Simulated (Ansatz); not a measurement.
Species: C3H10Sn, charge 0, multiplicity 1. SMILES: [SnH]([CH3])([CH3])[CH3]
Geometry: optimised at B3LYP-D3(BJ)/def2-TZVP (Ansatz, a quantum-chemistry and plane-wave program).

Property: atomisation energy (electronic, to ground-state atoms), in kJ/mol. Correlated levels leave the core frozen unless marked. UHF or UKS for open shells. No spin-orbit coupling. Frozen are the shells of the preceding noble gas and the d and f shells that filled before the atom's block. In def2 rows, elements after Kr have scalar-relativistic effective core potentials. STO-3G rows are all-electron and non-relativistic. The coupled-cluster limit lacks core correlation, which all-electron functionals hold. CBS marks a two-point X^-3 extrapolation of the correlation energy; Hartree-Fock from the larger set. [CCSD(T)-MP2]/basis is that difference in the basis named.

| level | program | atomisation energy (kJ/mol) | minus last row |
|---|---|---|---|
| HF/def2-TZVPPD | Ansatz | 3667.7 | -1186.2 |
| HF/def2-QZVPP | Ansatz | 3671.8 | -1182.1 |
| PBE-D4/def2-TZVPD | Ansatz + dftd4 | 4888.6 | 34.7 |
| r2SCAN-D3(BJ)/def2-TZVPD | Ansatz + dftd3 | 4853.1 | -0.8 |
| PBE0/STO-3G | Ansatz | 6279.3 | 1425.4 |
| PBE0-D4/def2-TZVP | Ansatz + dftd4 | 4851.0 | -2.9 |
| r2SCAN0/def2-TZVPD | Ansatz | 4810.2 | -43.7 |
| B2GP-PLYP-D3(BJ)/def2-TZVPD | Ansatz + dftd3 | 4793.2 | -60.7 |
| B2PLYP-D4/def2-TZVPD | Ansatz + dftd4 | 4796.3 | -57.6 |
| RPA@PBE/def2-QZVPP | Ansatz | 4630.0 | -223.9 |
| MP2/def2-SVP | Ansatz | 4595.6 | -258.3 |
| RI-MP2/def2-TZVPPD | Ansatz | 4766.1 | -87.8 |
| RI-MP2/CBS(def2-TZVPP,def2-QZVPP) | Ansatz | 4860.8 | 6.9 |
| SCS-MP2/STO-3G | Ansatz | 5503.1 | 649.2 |
| CCSD/def2-SVP | Ansatz | 4575.3 | -278.6 |
| CCSD(T)/STO-3G | Ansatz | 5540.4 | 686.5 |
| CCSD(T)/def2-SVP | Ansatz | 4609.2 | -244.7 |
| CCSD(T)/def2-SVPD | Ansatz | 4649.9 | -204.0 |
| CCSD(T)/def2-TZVPP | Ansatz | 4761.5 | -92.4 |
| RI-MP2/CBS(def2-TZVPPD,def2-QZVPPD)+[CCSD(T)-MP2]/def2-SVPD | Ansatz | 4862.9 | 9.0 |
| CCSD(T)/CBS(def2-TZVPPD,def2-QZVPPD) | Ansatz | 4853.9 | 0.0 |
